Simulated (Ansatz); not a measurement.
Geometry optimisation, RKS PBE/def2-SVP (Ansatz 0.2.0).

The input (input.yaml):

```yaml
crystal:
  periodic: [false, false, false]
  atoms:
    - { symbol: Ga, position_ang: [-1.024235, 0.465263, -0.384033] }
    - { symbol: Br, position_ang: [2.599914, 0.446782, 0.447576] }
    - { symbol: "N", position_ang: [-0.686234, -1.196056, 0.009643] }
    - { symbol: H, position_ang: [1.482634, -0.53822, 0.45731] }
    - { symbol: Cl, position_ang: [-1.185306, 2.320495, -1.397191] }
    - { symbol: H, position_ang: [-1.186772, -1.498164, 0.866796] }
basis:
  gaussian: { orbitals: def2-SVP }
hamiltonian:
  xc: pbe
relax:
  f_tol: 0.03
  max_steps: 50
```

Run as:

```bash
$ ansatz run input.yaml --threads 2 --pin off --max-ram 3072MiB --backend cpu --events-out ev --progress --plain --runs-dir out
```

Q: Where does it end, and by what steps?

A: It converged. After 18 steps the energy has fallen by 3.412 eV; H4 moved furthest, 1.62 Å. Parted: Br2–H4 (1.49 → 3.70 Å). Joined: Ga1–Br2 (3.72 → 2.29 Å), N3–H4 (2.31 → 1.02 Å).

```json
{"step": "0", "energy less start (eV)": "0.0000", "largest force component (eV/Å)": "0.485", "accepted": "yes"}
{"step": "1", "energy less start (eV)": "-0.0915", "largest force component (eV/Å)": "0.461", "accepted": "yes"}
{"step": "2", "energy less start (eV)": "-0.1804", "largest force component (eV/Å)": "1.009", "accepted": "yes"}
{"step": "3", "energy less start (eV)": "-0.3365", "largest force component (eV/Å)": "1.381", "accepted": "yes"}
{"step": "4", "energy less start (eV)": "-0.6604", "largest force component (eV/Å)": "2.003", "accepted": "yes"}
{"step": "5", "energy less start (eV)": "-1.2096", "largest force component (eV/Å)": "2.694", "accepted": "yes"}
{"step": "6", "energy less start (eV)": "-1.8777", "largest force component (eV/Å)": "2.399", "accepted": "yes"}
{"step": "7", "energy less start (eV)": "-2.4064", "largest force component (eV/Å)": "3.573", "accepted": "yes"}
{"step": "8", "energy less start (eV)": "-2.9283", "largest force component (eV/Å)": "1.215", "accepted": "yes"}
{"step": "9", "energy less start (eV)": "-3.1545", "largest force component (eV/Å)": "0.682", "accepted": "yes"}
{"step": "10", "energy less start (eV)": "-3.2559", "largest force component (eV/Å)": "1.874", "accepted": "yes"}
{"step": "11", "energy less start (eV)": "-3.3429", "largest force component (eV/Å)": "0.852", "accepted": "yes"}
{"step": "12", "energy less start (eV)": "-3.3551", "largest force component (eV/Å)": "0.958", "accepted": "yes"}
{"step": "13", "energy less start (eV)": "-3.3955", "largest force component (eV/Å)": "0.254", "accepted": "yes"}
{"step": "14", "energy less start (eV)": "-3.3921", "largest force component (eV/Å)": "0.610", "accepted": "no"}
{"step": "15", "energy less start (eV)": "-3.4061", "largest force component (eV/Å)": "0.129", "accepted": "yes"}
{"step": "16", "energy less start (eV)": "-3.4092", "largest force component (eV/Å)": "0.175", "accepted": "yes"}
{"step": "17", "energy less start (eV)": "-3.4118", "largest force component (eV/Å)": "0.039", "accepted": "yes"}
{"step": "18", "energy less start (eV)": "-3.4119", "largest force component (eV/Å)": "0.019", "accepted": "yes"}
```

```xyz
6
Properties=species:S:1:pos:R:3
Ga 0.186 0.632 -0.266
Br 2.377 1.299 -0.184
N -0.305 -1.017 0.300
H 0.320 -1.585 0.874
Cl -1.289 1.929 -1.152
H -1.289 -1.257 0.429
```

Run time: 26 s on 2 threads of INTEL(R) XEON(R) PLATINUM 8581C CPU @ 2.10GHz (Emerald Rapids) (shared host), peak memory 0.18 GiB.
